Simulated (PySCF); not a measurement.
# Reading the logs of faulty runs: AlBCH6N cation

Calculated results; nothing here was measured. They come from PySCF 2.14.0, an open-source quantum chemistry program, on an isolated molecule that a program drew, which may never have been made. The molecule is AlBCH6N cation (charge +1, singlet), drawn as the SMILES string `C[BH][Al+][NH2]`.

Each row is a Hartree-Fock (HF) and frozen-core CCSD(T) single point in the cc-pV(D+d)Z basis, meant for a local HF minimum. Run 1 is clean. Each other run has one planted mistake out of seven kinds, and not every kind appears here: one electron removed, one electron added, multiplicity raised by two, geometry at a saddle point, minimal basis STO-3G, one bond length entered in bohr, all coordinates scaled. The reference is restricted for singlets and unrestricted otherwise, and also for a bond in bohr. Adding or removing an electron swaps singlet and doublet. Electrons count all cores. HOMO and LUMO are orbital energies over both spins, the gradient is its largest component, and the lowest frequency (negative if imaginary) is given only where the gradient is small. Bond lengths are over the 9 bonds as drawn. T1 is the CCSD diagnostic: over 0.02 (restricted) or 0.045 (unrestricted) a single reference is doubtful.

Geometry of the clean run:
```xyz
10
AlBCH6N cation, angstrom
C    -0.7538   -1.6099   -1.1362
B     0.2735   -1.6399    0.0276
Al   -0.2610   -1.0878    2.0854
N    -0.6491   -0.6584    3.7063
H    -0.2676   -1.3879   -2.0890
H    -1.6310   -0.9772   -1.0099
H    -1.1093   -2.6518   -1.2156
H     1.4008   -2.0162   -0.0670
H    -0.0182   -0.7001    4.4906
H    -1.5434   -0.3235    4.0271
```

| run | electrons | basis functions | <S^2> | HOMO (eV) | LUMO (eV) | gradient (hartree/bohr) | lowest frequency (cm^-1) | mean bond (Å) | longest bond (Å) | T1 | HF (hartree) | CCSD(T) (hartree) | mistake |
|---|---|---|---|---|---|---|---|---|---|---|---|---|---|
| 1 | 36 | 95 | 0.000 | -15.89 | -4.22 | 1.9e-05 | 70 | 1.3292 | 2.197 | 0.0146 | -362.19427 | -362.69297 | no fault |
| 2 | 36 | 30 | 0.000 | -14.15 | 0.28 | 4.2e-02 | - | 1.3292 | 2.197 | 0.0196 | -357.89145 | -358.10104 | minimal basis STO-3G |
| 3 | 36 | 95 | 2.006 | -12.49 | -7.05 | 2.7e-02 | - | 1.3292 | 2.197 | 0.0220 | -362.07391 | -362.56261 | multiplicity raised by two |
| 4 | 35 | 95 | 0.763 | -21.44 | -14.00 | 8.6e-02 | - | 1.3292 | 2.197 | 0.0245 | -361.64640 | -362.12636 | one electron removed |
| 5 | 36 | 95 | 0.709 | -15.77 | -4.64 | 2.4e-02 | - | 1.4288 | 2.197 | 0.0655 | -362.04485 | -362.54516 | ? |
| 6 | 37 | 95 | 0.760 | -5.53 | 1.48 | 5.2e-02 | - | 1.3292 | 2.197 | 0.0153 | -362.37179 | -362.89094 | ? |

**Which mistake was planted in run 5, and what did it cost?**

The mean bond changes by a factor of 1.075 and the longest by 1.000, so the molecule wasn't scaled as a whole. A length L in bohr read as angstrom grows by (1/0.5292 - 1) L = 0.890 L. The 9 bonds together grew by 9 x 0.0996 = 0.896 Å, which gives L = 1.008 Å. That is the length of one of the H-N bonds, 1.007 Å in the clean geometry. So the mistake is: one bond length entered in bohr. Subtracting run 1 and multiplying by 627.51 kcal/mol a hartree, the energy moved by 93.8 kcal/mol in HF and 92.8 kcal/mol in CCSD(T).

**Which mistake was planted in run 6, and what did it cost?**

It counts 37 electrons, one more than the clean run, at the same geometry and basis. So the mistake is: one electron added. Subtracting run 1 and multiplying by 627.51 kcal/mol a hartree, the energy moved by -111.4 kcal/mol in HF and -124.2 kcal/mol in CCSD(T).

Cautions from the logs. Run 5: T1 is over the limit, so its CCSD(T) energy is less reliable.
